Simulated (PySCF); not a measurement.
Isomers of C6H9NO2S, mass 159.035 u with the commonest isotopes. Method used: PBE0/pcSseg-1 in PySCF (dipole) on a GFN2-xTB geometry, gas phase. One conformer each, none proved a minimum here; rigid rotors.

**Question.** Order these by dipole moment, smallest first.
A. `[H]/[N:1]=[CH:2]\[C:3]1=[CH:4][CH2:5][CH2:6][CH2:7][S:8]1(=[O:9])=[O:10]` with N1–C2–C3–C4 -20°, C3–C4–C5–C6 -14°, C4–C5–C6–C7 55°, C5–C6–C7–S8 -72°, C6–C7–S8–O9 164°
B. `[NH2:1][C:2](=[O:3])[C@@H:4]1[CH2:5][C:6](=[O:7])[CH2:8][CH2:9][S:10]1` with H–N1–C2–O3 3° and 173°, N1–C2–C4–C5 -149°, C2–C4–C5–C6 -58°, C4–C5–C6–O7 131°, C5–C6–C8–C9 55°, C6–C8–C9–S10 -60°
C. `[CH2:1]=[N:2][C:3]1=[CH:4][CH2:5][S:6](=[O:7])(=[O:8])[CH2:9][CH2:10]1` with C1–N2–C3–C4 46°, C3–C4–C5–S6 -51°, C4–C5–S6–O7 -76°, C5–S6–C9–C10 11°, S6–C9–C10–C3 -58°

**Answer.** B (4.73 D), C (5.77 D), A (6.93 D).

**Question.** Order these by rotational constant C, smallest first.
A. `[H]/[N:1]=[CH:2]\[C:3]1=[CH:4][CH2:5][CH2:6][CH2:7][S:8]1(=[O:9])=[O:10]` with N1–C2–C3–C4 -20°, C3–C4–C5–C6 -14°, C4–C5–C6–C7 55°, C5–C6–C7–S8 -72°, C6–C7–S8–O9 164°
B. `[CH2:1]=[N:2][C:3]1=[CH:4][CH2:5][S:6](=[O:7])(=[O:8])[CH2:9][CH2:10]1` with C1–N2–C3–C4 46°, C3–C4–C5–S6 -51°, C4–C5–S6–O7 -76°, C5–S6–C9–C10 11°, S6–C9–C10–C3 -58°
C. `[NH2:1][C:2](=[O:3])[C@@H:4]1[CH2:5][C:6](=[O:7])[CH2:8][CH2:9][S:10]1` with H–N1–C2–O3 3° and 173°, N1–C2–C4–C5 -149°, C2–C4–C5–C6 -58°, C4–C5–C6–O7 131°, C5–C6–C8–C9 55°, C6–C8–C9–S10 -60°

**Answer.** B (704.0 MHz), A (800.2 MHz), C (865.9 MHz).

**Question.** Order these by radius of gyration √(Σ m r²/M), smallest first.
A. `[CH2:1]=[N:2][C:3]1=[CH:4][CH2:5][S:6](=[O:7])(=[O:8])[CH2:9][CH2:10]1` with C1–N2–C3–C4 46°, C3–C4–C5–S6 -51°, C4–C5–S6–O7 -76°, C5–S6–C9–C10 11°, S6–C9–C10–C3 -58°
B. `[H]/[N:1]=[CH:2]\[C:3]1=[CH:4][CH2:5][CH2:6][CH2:7][S:8]1(=[O:9])=[O:10]` with N1–C2–C3–C4 -20°, C3–C4–C5–C6 -14°, C4–C5–C6–C7 55°, C5–C6–C7–S8 -72°, C6–C7–S8–O9 164°
C. `[NH2:1][C:2](=[O:3])[C@@H:4]1[CH2:5][C:6](=[O:7])[CH2:8][CH2:9][S:10]1` with H–N1–C2–O3 3° and 173°, N1–C2–C4–C5 -149°, C2–C4–C5–C6 -58°, C4–C5–C6–O7 131°, C5–C6–C8–C9 55°, C6–C8–C9–S10 -60°

**Answer.** C (2.056 Å), B (2.081 Å), A (2.223 Å).

```json
{"SMILES": "C=NC1=CCS(=O)(=O)CC1", "point group": "C1", "Ia (u·Å²)": "182.80", "Ib (u·Å²)": "670.66", "Ic (u·Å²)": "717.87", "κ": "-0.95", "μa (D)": "5.35", "μb (D)": "0.08", "μc (D)": "2.15"}
{"SMILES": "NC(=O)[C@@H]1CC(=O)CCS1", "point group": "C1", "Ia (u·Å²)": "319.18", "Ib (u·Å²)": "441.28", "Ic (u·Å²)": "583.63", "κ": "-0.22", "μa (D)": "3.80", "μb (D)": "2.32", "μc (D)": "1.58"}
{"SMILES": "[H]/N=C\\C1=CCCCS1(=O)=O", "point group": "C1", "Ia (u·Å²)": "314.99", "Ib (u·Å²)": "430.25", "Ic (u·Å²)": "631.56", "κ": "-0.07", "μa (D)": "3.51", "μb (D)": "5.85", "μc (D)": "1.20"}
```
